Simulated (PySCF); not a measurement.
A calculation to check before its numbers are used.

A geometry optimisation on CCl3NSTi, SMILES `S=C=[N][Ti]([Cl])([Cl])[Cl]` (singlet state). Computed with PySCF 2.14.0, PBE0-D3(BJ)/def2-SVP geometry optimisation, gas phase.

Driver input (Å, GFN2-xTB start):

```
{"job": {"xc": "PBE0", "basis": "def2-SVP", "d3": "d3bj", "grid": 1, "maxiter": 40, "shake": 0.03, "kind": "geom"}, "charge": 0, "multiplicity": 1}
Ti     0.0614    -0.0798    -0.9794
N     -0.0129    -0.0039     0.8318
C     -0.0582     0.0012     2.0111
S      0.0995     0.0129     3.5802
Cl     1.9438    -0.0221    -1.8609
Cl    -0.9927     1.6974    -1.8413
Cl    -0.9490    -1.7077    -1.8100
```

Output:

```
step   0  E = -2719.72698460  max force = 0.069639
step   1  E = -2719.73837771  max force = 0.011215
step   2  E = -2719.73973130  max force = 0.002802
step   3  E = -2719.73999302  max force = 0.001599
step   4  E = -2719.74005703  max force = 0.000694
step   5  E = -2719.74008309  max force = 0.000580
step   6  E = -2719.74004212  max force = 0.002587
step   7  E = -2719.73997474  max force = 0.003323
step   8  E = -2719.74002565  max force = 0.001888
step   9  E = -2719.74006041  max force = 0.001400
step  10  E = -2719.74008202  max force = 0.001039
step  11  E = -2719.74009229  max force = 0.000886
step  12  E = -2719.74009528  max force = 0.000873
step  13  E = -2719.74009592  max force = 0.000867
step  14  E = -2719.74009633  max force = 0.000855
step  15  E = -2719.74009653  max force = 0.000845
step  16  E = -2719.74009662  max force = 0.000842
step  17  E = -2719.74009666  max force = 0.000840
step  18  E = -2719.74009668  max force = 0.000839
step  19  E = -2719.74009670  max force = 0.000839
step  20  E = -2719.74009671  max force = 0.000837
step  21  E = -2719.74009673  max force = 0.000836
step  22  E = -2719.74009674  max force = 0.000834
step  23  E = -2719.74009676  max force = 0.000834
step  24  E = -2719.74009677  max force = 0.000833
step  25  E = -2719.74009679  max force = 0.000831
step  26  E = -2719.74009680  max force = 0.000830
step  27  E = -2719.74009681  max force = 0.000829
step  28  E = -2719.74009682  max force = 0.000828
step  29  E = -2719.74009683  max force = 0.000827
step  30  E = -2719.74009684  max force = 0.000826
step  31  E = -2719.74009685  max force = 0.000824
step  32  E = -2719.74009686  max force = 0.000823
step  33  E = -2719.74009686  max force = 0.000822
step  34  E = -2719.74009687  max force = 0.000821
step  35  E = -2719.74009688  max force = 0.000820
step  36  E = -2719.74009688  max force = 0.000819
step  37  E = -2719.74009688  max force = 0.000818
step  38  E = -2719.74009688  max force = 0.000816
step  39  E = -2719.74009689  max force = 0.000815
step  40  E = -2719.74009689  max force = 0.000814
optimisation not converged
```

Energies are in Eh and forces in Eh/bohr.

Can the results be trusted, and what went wrong?

Not as they stand: step limit reached with the energy nearly constant. After 41 gradient evaluations the largest force component was 0.00081 Eh/bohr against a threshold of 0.00045, and over the last 5 steps the energy changed by 0.000 kcal/mol in all, within a range of 0.000 kcal/mol, the last step by 0.000 kcal/mol. The energy rose in 2 of the 40 steps.

What would you do next?

Restart from the last geometry, if need be with a computed Hessian or a finer grid, and confirm the end point by frequencies.

On one thread, AMD EPYC (x86_64), shared host with 64 logical CPUs at a one-minute load of 61, this took 14 min of wall time and 0.57 GiB of memory at its peak.
